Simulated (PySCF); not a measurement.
CH₂ClI.
SMILES: `ClCI`

The calculation used PBE0-D3(BJ)/def2-SVP geometry optimisation, gas phase, def2 core potentials past Kr in PySCF 2.14.0.

Take the most abundant isotopes and a rigid rotor. 

Q: Give the principal moments of inertia and the rotational constants in MHz.

A: Ia = 17.94, Ib = 317.74, Ic = 332.40 u·Å²; 505379 MHz·u·Å²/I gives A = 28166, B = 1591, C = 1520 MHz.

Q: Classify the top.

A: A near-prolate asymmetric top: κ = (2 × 1591 − 28166 − 1520)/(28166 − 1520) = -0.99.

Q: Is it planar, by Δ = Ic − Ia − Ib?

A: Not planar: Δ = Ic − Ia − Ib = -3.29 u·Å². For a rigid frame Δ = −2 Σ m c², so Σ m c² = 1.64 u·Å² lies off the ab plane, practically all of it from hydrogen. The atom farthest from that plane is 0.90 Å away.

Q: Give the other two planar moments, Paa and Pbb, and the rms extents of the mass along the axes.

A: Paa = Σ m a² = (Ib + Ic − Ia)/2 = 316.10 and Pbb = Σ m b² = (Ia + Ic − Ib)/2 = 16.30 u·Å². With the mass M = 175.89 u, the rms extents √(P/M) along a, b and c are 1.34, 0.30, 0.10 Å.

Q: List the rotational levels J(Ka,Kc) to J = 4 (MHz).

A: Above 0(0,0):
J = 1: 1(0,1) 3111, 1(1,1) 29687, 1(1,0) 29757
J = 2: 2(0,2) 9333, 2(1,2) 35839, 2(1,1) 36049, 2(2,1) 115777, 2(2,0) 115777
J = 3: 3(0,3) 18665, 3(1,3) 45066, 3(1,2) 45487, 3(2,2) 125109, 3(2,1) 125110, 3(3,1) 258164, 3(3,0) 258164
J = 4: 4(0,4) 31107, 4(1,4) 57369, 4(1,3) 58070, 4(2,3) 137553, 4(2,2) 137555, 4(3,2) 270608, 4(3,1) 270608, 4(4,1) 456884, 4(4,0) 456884

Q: Which lines would a microwave search look for?

A: The dipole components are |μa| = 0.06 D, |μb| = 1.44 D, |μc| = 0.00 D; the mirror of this Cs structure is the ab plane, so μc vanishes by symmetry and there are no c-type lines. The squared components, which scale the intensities, stand as 0.00 : 1.00 (a : b). Some lines, for components of 0.1 D or more:

| type | branch | J(Ka,Kc) | MHz | lower level (cm⁻¹) |
| --- | --- | --- | --- | --- |
| b | R | 2(1,2) ← 1(0,1) | 32728 | 0.104 |
| b | Q | 3(2,1) ← 3(1,2) | 79623 | 1.517 |
| b | Q | 2(2,0) ← 2(1,1) | 79728 | 1.202 |
| b | Q | 3(2,2) ← 3(1,3) | 80043 | 1.503 |
| b | R | 2(2,1) ← 1(1,0) | 86020 | 0.993 |
| b | R | 2(2,0) ← 1(1,1) | 86090 | 0.990 |
| b | R | 3(2,1) ← 2(1,2) | 89271 | 1.195 |
| b | Q | 3(3,0) ← 3(2,1) | 133054 | 4.173 |
| b | Q | 3(3,1) ← 3(2,2) | 133055 | 4.173 |
| b | R | 3(3,1) ← 2(2,0) | 142387 | 3.862 |
| b | R | 3(3,0) ← 2(2,1) | 142388 | 3.862 |

Q: Estimate the classical rotational partition function at 10 K, 25 K and 298.15 K.

A: Point group Cs, symmetry number σ = 1; q = (√π/σ)·√((kT/h)³/(ABC)), k/h = 20836.6 MHz/K: 646 at 10 K, 2550 at 25 K, 105000 at 298.15 K.

Not checked by PBE0-D3(BJ)/def2-SVP frequencies. These are rigid-rotor constants of the computed structure; measured ground-state constants (B0) also hold zero-point vibration. Quadrupole hyperfine structure (35Cl, 127I) is left out.
